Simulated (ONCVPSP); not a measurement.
Reading a pseudo-wave (Ta)

Columns: radius, all-electron u(r) and pseudo u(r) of the 5p shell (level -39.40 eV) of tantalum in the configuration [Kr] 4d10 4f14 5s2 5p6 5d3 6s2; PBE, scalar-relativistic, ONCV scheme, ONCVPSP 4.0.1.

| r (bohr) | all-electron | pseudo |
| --- | --- | --- |
| 0.132 | 0.3292 | 0.0046 |
| 0.265 | -0.1827 | 0.0370 |
| 0.398 | -0.5200 | 0.1332 |
| 0.530 | -0.1998 | 0.3080 |
| 0.663 | 0.2915 | 0.5375 |
| 0.795 | 0.6809 | 0.7615 |
| 0.928 | 0.9146 | 0.9282 |
| 1.060 | 1.0107 | 1.0086 |
| 1.193 | 1.0110 | 1.0088 |
| 1.325 | 0.9524 | 0.9517 |
| 1.458 | 0.8618 | 0.8616 |
| 1.590 | 0.7595 | 0.7593 |
| 1.723 | 0.6556 | 0.6555 |
| 1.855 | 0.5585 | 0.5585 |
| 1.988 | 0.4701 | 0.4701 |
| 2.120 | 0.3930 | 0.3929 |
| 2.252 | 0.3264 | 0.3264 |
| 2.385 | 0.2694 | 0.2694 |
| 2.518 | 0.2215 | 0.2214 |
| 2.650 | 0.1817 | 0.1817 |
| 2.782 | 0.1487 | 0.1487 |
| 2.915 | 0.1212 | 0.1212 |
| 3.048 | 0.0986 | 0.0985 |
| 3.180 | 0.0801 | 0.0801 |
| 3.312 | 0.0651 | 0.0651 |
| 3.445 | 0.0527 | 0.0527 |

(1) How many radial nodes do the two functions have?

(2) At about which radius was the pseudo-wave matched?

(3) Where does each function peak?

(4) Is the pseudo-wave norm-conserving?

## Answers

(1) The all-electron 5p function has n − l − 1 = 3 (the table is too coarse to show those close to the nucleus); the pseudo-wave has 0, since the states of the same l below it are removed with the core.

(2) 1.55 bohr, where the columns begin to agree (steps of 0.13 bohr).

(3) Outermost all-electron maximum near 1.19 bohr, pseudo maximum near 1.19 bohr (to the table’s step).

(4) Yes: the ONCV scheme keeps the norm inside the radius equal to the all-electron one, which fixes the energy derivative of the logarithmic derivative at the level.
